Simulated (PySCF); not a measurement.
**Electron correlation in Mn⁹⁺ (manganese, charge +9)**

[Ne] 3s2 3p4, high-spin 3P determinant. Computed with PySCF 2.14 in an uncontracted even-tempered set (20 s from 0.32 bohr⁻², ratio 2.5; 13 p from 0.42 bohr⁻², ratio 2.5; 5 d from 3.8 bohr⁻², ratio 2.7; 5 f from 5.7 bohr⁻², ratio 2.7), with the spin-free X2C one-electron Hamiltonian (Gaussian nucleus). Frozen: 1s2; 14 electrons correlated; the 23 highest virtual orbitals of each spin left out.

```csv
level,correlation energy (mhartree)
CCSD,-523.65
(T),-3.68
CCSD(T),-527.33
```

Diagnostics: T1 = 0.0028, D1 = 0.0122, largest double amplitude 0.037.

Cost of the coupled-cluster step: 49 s of wall time on 2 threads of Neoverse-V2 (shared host), for 14 correlated electrons.
